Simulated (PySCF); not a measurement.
## AsH₅ + N₂ → H₂AsN + NH₃

Level: PBE0 in the def2-TZVP basis family, all electrons, no relativity, computed in PySCF with density fitting; open shells unrestricted.

| species | state and structure | E (Eh) | ZPE (kJ/mol) | H(298 K) − H(0) (kJ/mol) | S° (J/(mol K)) |
| --- | --- | --- | --- | --- | --- |
| AsH₅ | singlet, D3h, As–H 1.529 Å (×3), As–H 1.604 Å (×2) | -2238.47042 | 98.8 | 11.5 | 230.3 |
| N₂ | singlet, D∞h, N–N 1.089 Å | -109.44629 | 14.9 | 8.7 | 191.4 |
| H₂AsN | singlet, C2v, As–H 1.521 Å (×2), As–N 1.638 Å; H–As–H 104.3°, H–As–N 127.9° (×2) | -2291.36569 | 43.6 | 11.5 | 249.9 |
| NH₃ | singlet, C3v, N–H 1.013 Å (×3); H–N–H 107.1° (×3) | -56.51312 | 90.6 | 10.0 | 192.4 |

Question: What is the electronic reaction energy?

Answer: At PBE0/def2-TZVP, ΔE = 99.5 kJ/mol from the differences of the total energies times 2625.5, uphill. 

Question: Add zero-point, thermal and entropy terms for 298.15 K and 1 bar.

Answer: ΔZPE = 20.5 and Δ[H(298) − H(0)] = 1.3 kJ/mol give ΔH° = 121.3 kJ/mol. ΔS° = 20.6 J/(mol K), so ΔG° = 121.3 − 298.15 × (0.0206) = 115 kJ/mol and log₁₀K = -20.2.

Each species is the lowest minimum found with this bonding; other isomers or fragments can lie lower.
